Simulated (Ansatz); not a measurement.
This Ansatz (a first-principles code) input (CCSD(T)/def2-SVP) gives -459.44599 Eh with 18 basis functions.

Ansatz 0.2 input:
```yaml
crystal:
  periodic: [false, false, false]
  atoms:
    - {symbol: Cl, position_ang: [0.00000000, 0.00000000, 0.00000000]}
basis:
  gaussian:
    orbitals: def2-SVP
magnetization: {spin_polarized: true, initial_magnetization: 1}
correlation: {method: ccsd_t, electrons: outside_noble_gas}
scf: {lower_state_search: full}
```

Change:
```diff
- orbitals: def2-SVP
+ orbitals: def2-SVPD
```

What does the run give now?

-459.46537 Eh (CCSD(T)/def2-SVPD, 27 functions), a change of -19.38 mEh.
